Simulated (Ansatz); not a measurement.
Abridged output of a molecular run in Ansatz:

```
Functional definition: HF
1665 factors; integrals over basis functions are off by at most 1.2e-3 eV
mean field evaluation 1: about -17299.3864 eV, gradient 3.9e1 eV
mean field evaluation 2: about -17299.6085 eV, gradient 4.0e1 eV
mean field evaluation 4: about -17304.2800 eV, gradient 4.6e0 eV
mean field evaluation 8: about -17304.3688 eV, gradient 2.9e-1 eV
mean field -17304.36924671 eV, -635.9238404938 hartree, gradient 1.8e-6 eV, S^2 0.000000; 0 other end points of the search recorded, 0 dependent functions left out
13 core orbitals not correlated: weight in the atoms' cores, before any rotation towards them, 1.000 or more for the frozen orbitals, at most 0.000 for the correlated occupied ones
reference -17304.36924671 eV, -635.9238404938 hartree; 13, 13 occupied and 263, 263 virtual orbitals, 1665 factors
second order -17.42767388 eV of doubles, -0.00000000 eV of singles
cycle   1  -18.34593344 eV  change   -9.2e-1 eV  update   1.0e-1
cycle   2  -18.92771787 eV  change   -5.8e-1 eV  update   3.1e-2
cycle   3  -19.01239531 eV  change   -8.5e-2 eV  update   1.4e-2
cycle   4  -19.00266119 eV  change    9.7e-3 eV  update   4.3e-3
cycle   5  -19.00239408 eV  change    2.7e-4 eV  update   2.2e-3
cycle   6  -19.00220937 eV  change    1.8e-4 eV  update   8.0e-4
cycle   7  -19.00200162 eV  change    2.1e-4 eV  update   3.1e-4
cycle   8  -19.00211758 eV  change   -1.2e-4 eV  update   1.2e-4
cycle   9  -19.00215536 eV  change   -3.8e-5 eV  update   3.8e-5
cycle  10  -19.00213193 eV  change    2.3e-5 eV  update   1.7e-5
perturbative correction -0.79494037 eV, -0.0292135197 hartree
Total energy: -17324.16631900 eV, -636.6513694817 hartree
```

Its atoms:

```xyz
13

Al   -0.029   -0.884    1.775
C    -0.039   -0.128    0.005
Si    0.461    1.655   -0.074
B    -1.187   -0.505   -0.892
C     0.181   -1.076   -1.226
H    -0.099    0.072    3.037
H     0.057   -2.463    1.911
H    -0.387    2.469    0.835
H     1.887    1.838    0.320
H     0.320    2.176   -1.464
H    -2.334   -0.359   -1.149
H     0.738   -0.684   -2.074
H     0.430   -2.111   -1.003
```

Q: Which basis set was used?
A. def2-SVP
B. def2-TZVPPD
C. def2-TZVPP
D. cc-pV(D+d)Z

A: C. It gives 289 functions.

Q: Write the keys of the input that set method, charge and spin (a neutral closed shell needs none for the last two).

A: 
```yaml
correlation: {method: ccsd_t}
```
